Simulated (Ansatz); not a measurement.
Mean bond length (Å) of eight halogen compounds: PBE-D3(BJ) beside B3LYP-D3(BJ), computed with Ansatz (a quantum-chemistry and plane-wave program) for isolated molecules in the bases named; differences from unrounded values. The eight are the first of their class met in an unordered collection, after screening for sound electronic states; none was chosen by its value. Each level has its own optimised geometry.

| molecule | basis | B3LYP-D3(BJ) | PBE-D3(BJ) | difference |
|---|---|---|---|---|
| C4H7Cl, SMILES C/C(=C\C)Cl | def2-SVP | 1.255 | 1.261 | 0.006 |
| 1-bromo-3-fluoropropa-1,2-diene (C₃H₂BrF), SMILES FC=C=CBr | def2-SVP | 1.343 | 1.350 | 0.007 |
| C3HClF2, SMILES FC=C=C(F)Cl | def2-SVP | 1.352 | 1.359 | 0.008 |
| C4H5Cl, SMILES CC=C=CCl | def2-SVP | 1.265 | 1.271 | 0.006 |
| 1,3-dibromopropa-1,2-diene (C3H2Br2), SMILES BrC=C=CBr | def2-SVP | 1.436 | 1.441 | 0.006 |
| 1,2-difluorocyclobutene (C₄H₄F₂), SMILES FC1=C(F)CC1 | def2-SVP | 1.298 | 1.304 | 0.006 |
| C₃H₃ClF₂, SMILES Cl[C@H]1[C@@H]([C@@H]1F)F | def2-SVP | 1.363 | 1.370 | 0.007 |
| 3-bromobuta-1,2-diene (C4H5Br), SMILES C=C=C(C)Br | def2-SVP | 1.283 | 1.289 | 0.006 |

PBE-D3(BJ) lies below B3LYP-D3(BJ) in 0 and above it in 8 of the eight; the mean signed difference is 0.007 and the largest 0.008 Å.
